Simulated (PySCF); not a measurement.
# Computed spin Hamiltonian

Compound: C₅H₁₀OS (charge -1 and doublet state).
Cartesian coordinates in Å at the GFN2-xTB level; atoms count from 1:
```
atom  x, y, z in Å
C1    -2.2693    0.1024   -0.6403
C2    -1.6553   -1.0728    0.1005
S3    -0.9355   -0.6073    1.7054
C4     0.7283    0.4439    0.8696
C5     1.5560   -0.2513   -0.1765
C6     2.6311    0.7682   -0.3557
O7     2.6719    1.6328   -1.2567
H8    -3.0077    0.5937   -0.0086
H9    -1.5013    0.8269   -0.8991
H10   -2.7556   -0.2324   -1.5590
H11   -0.8753   -1.5476   -0.4971
H12   -2.4203   -1.8179    0.3328
H13    1.2683    0.6088    1.7959
H14    0.2651    1.3593    0.5194
H15    1.0032   -0.3970   -1.1058
H16    1.9349   -1.2086    0.1940
H17    3.3545    0.8108    0.4837
```

The hyperfine couplings belong to this conformer and change with its torsions.

Identity: `CCSCC[CH][O-]` [radical] (charge -1).

Computed with UKS B3LYP, pcH-1 on C H O S, non-relativistic, mean-field spin-orbit, GIAO in PySCF. Whether the extra electron is bound in the gas phase wasn't checked; a finite basis holds it in any case. Couplings are sensitive to structure, and on GFN2-xTB geometries they can be far from those on DFT ones, by a factor of two or more for some ions and for spin on atoms past the first row. No stability test was run, so a lower SCF solution isn't excluded.

```json
{
  "g1, g2, g3": "2.00315, 2.00456, 2.00713",
  "g_iso": "2.00495",
  "Form of g": "rhombic: the two nearest values differ by 35 % of g3 − g1",
  "⟨S²⟩": "0.7549 (exact 0.7500)",
  "α and β electrons": "33, 32"
}
```

Hyperfine couplings atom by atom, in 10⁻⁴ cm⁻¹; T1 to T3 are the principal values of the dipolar part (1 × 10⁻⁴ cm⁻¹ = 2.998 MHz):

```csv
atom,isotope,a_iso,of which spin–orbit,T1,T2,T3,Mulliken spin population
C1,13C,-0.4,0.0,-0.1,-0.1,0.1,0.00
C2,13C,0.4,0.0,-0.2,-0.1,0.3,-0.01
S3,33S,20.8,-0.1,-7.8,-7.7,15.5,0.28
C4,13C,112.8,0.0,-5.1,-4.0,9.1,0.21
C5,13C,-6.2,0.0,-0.3,-0.1,0.4,-0.04
C6,13C,13.1,0.0,-9.2,-8.1,17.3,0.32
O7,17O,-7.8,0.0,-29.6,14.5,15.2,0.24
H8,1H,0.1,0.0,-0.4,-0.1,0.5,0.00
H9,1H,0.0,0.0,-0.6,-0.1,0.7,0.00
H10,1H,-0.3,0.0,-0.3,-0.1,0.4,0.00
H11,1H,2.2,0.0,-0.6,-0.1,0.8,0.00
H12,1H,3.3,0.0,-0.7,-0.2,0.9,0.00
H13,1H,-3.4,0.0,-3.5,-0.8,4.3,0.00
H14,1H,-5.3,0.0,-3.1,0.1,3.0,-0.02
H15,1H,3.9,0.0,-1.1,0.0,1.0,0.00
H16,1H,14.4,0.0,-1.2,0.2,1.0,0.02
H17,1H,-7.9,0.0,-4.5,0.1,4.4,-0.02
```

The Mulliken spin populations are largest on C6 (+0.32), S3 (+0.28), O7 (+0.24) and C4 (+0.21). Four atoms exceed +0.15.

C6, the radical centre as drawn in `CCSCC[CH][O-]`, holds a spin population of +0.32 out of 1.

Under fast tumbling the dipolar parts average out, and these isotropic splittings remain: 2 × 1H (H15/H16, I = 1/2, 3 lines) with 0.97 mT, 1 × 1H (H17, I = 1/2, 2 lines) with 0.84 mT, 2 × 1H (H13/H14, I = 1/2, 3 lines) with 0.47 mT and 2 × 1H (H11/H12, I = 1/2, 3 lines) with 0.30 mT.

Means are taken over nuclei equivalent by connectivity, which assumes that they swap fast. The 1H value of +27.4 MHz is a mean of couplings from 11.6 to 43.1 MHz in this one geometry, not an average over conformers. The 1H value of -13.1 MHz is a mean of couplings from -15.8 to -10.3 MHz in this one geometry, not an average over conformers.

The 17O coupling of O7 (-23.4 MHz) shows only in satellite lines or after enrichment, since that isotope makes up about 0.038 % of natural oxygen.

The 33S coupling of S3 (62.3 MHz) shows only in satellite lines or after enrichment, since that isotope makes up about 0.76 % of natural sulfur.

Examples of negative spin density at the nucleus (bohr⁻³): C5 (-0.0167), H17 (-0.0053) and H13/H14 (-0.0029).
